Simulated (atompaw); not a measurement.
# Which change was made? (Cr, PAW (atompaw))

- Element: chromium
- Generator: atompaw 4.2.0.5
- Type: PAW
- Functional: PBEsol
- Relativity: scalar-relativistic
- Frozen core: [Ar]
- Valence charge: 6
- Reference configuration: 3d5 4s0.5 4p0 (charge +0.5)
- Partial waves: 4s (bound): rc 3.00 bohr; 4s channel at 0.4 Ry: rc 3.00 bohr; 4p (bound, empty): rc 3.00 bohr; 4p channel at 3.1 Ry: rc 2.50 bohr; 3d (bound): rc 1.30 bohr; 3d channel at 1.95 Ry: rc 1.30 bohr
- Local potential: troulliermartins scheme with l = 3 at 0 Ry, radius 2.45 bohr
- Core correction: smooth core density matched at 1.80 bohr
- Augmentation charge: sinc compensation charge, radius 2.80 bohr; PAW radius 3.00 bohr; waves and projectors: custom polynom2 7 10 vanderbiltortho

Cutoffs, loose and tight: the cutoffs (Ry, on a coarse ladder) from which the occupation-weighted sum of valence levels, in a spherical-Bessel basis at the reference potential, stays within 10 and 1 mRy of its value at 400 Ry. They see the waves, projectors and local potential, not the compensation charge or the core.

The base gives: outcome: generated; cutoff, loose: 300 Ry; cutoff, tight: over 300 Ry; bound ghosts: none.

Problem. After one change the result is: outcome: generated; cutoff, loose: 300 Ry; cutoff, tight: over 300 Ry; bound ghosts: s. Which change was it?
A. local potential troulliermartins scheme with l = 3 at 0 Ry, radius 1.38 bohr
B. all radii scaled by about 1.25 (s 3.76, p 3.76, d 1.64 bohr); local potential troulliermartins scheme with l = 3 at 0 Ry, radius 3.08 bohr; augmentation sinc compensation charge, radius 3.52 bohr; PAW radius 3.76 bohr; waves and projectors: custom polynom2 7 10 vanderbiltortho; core correction smooth core density matched at 2.26 bohr
C. waves 4s (bound); 4s channel at 0.4 Ry; 4p (bound); 4p channel at 3.1 Ry; 3d (bound); 3d channel at 1.95 Ry; augmentation sinc compensation charge, radius 2.80 bohr; PAW radius 3.00 bohr; waves and projectors: bloechl

Solution. A. The others give: waves 4s (bound); 4s channel at 0.4 Ry; 4p (bound); 4p channel at 3.1 Ry; 3d (bound); 3d channel at 1.95 Ry; augmentation sinc compensation charge, radius 2.80 bohr; PAW radius 3.00 bohr; waves and projectors: bloechl → outcome: generated; cutoff, loose: 25 Ry; cutoff, tight: 30 Ry; bound ghosts: s | all radii scaled by about 1.25 (s 3.76, p 3.76, d 1.64 bohr); local potential troulliermartins scheme with l = 3 at 0 Ry, radius 3.08 bohr; augmentation sinc compensation charge, radius 3.52 bohr; PAW radius 3.76 bohr; waves and projectors: custom polynom2 7 10 vanderbiltortho; core correction smooth core density matched at 2.26 bohr → outcome: generated; cutoff, loose: 30 Ry; cutoff, tight: 200 Ry; bound ghosts: none.
